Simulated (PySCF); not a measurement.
**Structure from 2D NMR**

Compound of formula C$_{4}$H$_{11}$NO$_{2}$Si$_{3}$. Correlations simulated from computed shifts and the bond graph:

HSQC (one-bond C–H):
```
  δH    δC
4.12  43.2
```

HMBC (two and three bonds, from the bond graph):
```
  δH           δC
5.02  230.4, 89.6
4.75         43.2
4.12  119.3, 89.6
```

Carbons without hydrogens: δ 230.4, 119.3, 89.6.

PySCF 2.14.0 with density-fitted response routines calculation with PBE0/pcSseg-1 with gauge-including orbitals and geometry: GFN2-xTB; no solvent model, one computed conformer, rapidly exchanging positions averaged, relativity neglected.

Chemical shifts δ = σref − σ; 1H (σref 31.72) and 13C (σref 186.93) against TMS, all at this level.

Exchangeable hydrogens are left out of these lists.

Problem. Work out the connectivity.

Solution. SMILES O=C(C#CCN([SiH3])[SiH3])[SiH2]O.

Atom-mapped SMILES (the numbers label the heavy atoms): `[O:1]=[C:2]([C:3]#[C:4][CH2:5][N:6]([SiH3:7])[SiH3:8])[SiH2:9][OH:10]`. Hydrogens are named by the atom that carries them.

- δC 230.4 is C2, a carbonyl carbon.
- δC 119.3 is C4, an alkyne carbon.
- δC 89.6 is C3, an alkyne carbon.
- δC 43.2 is C5, a propargylic sp3 CH2 bonded to N (δH 4.12).
- HMBC from δH 5.02 reaches the proton-free carbons C2, C3.
- HMBC from δH 4.12 reaches the proton-free carbons C4, C3.

The data come from this structure; uniqueness wasn't tested.

The OH or NH signal is concentration- and solvent-dependent in practice; the value given is the gas-phase one. Shifts are as computed. Against solution values, carbons near 30 ppm lie about +3 ppm off and those near 130 ppm about +5 ppm. Of 1309 compounds with measured shifts, 239 miss one by over three times the rms of a fit or turn the order of signals round; such compounds aren't used in these exercises.
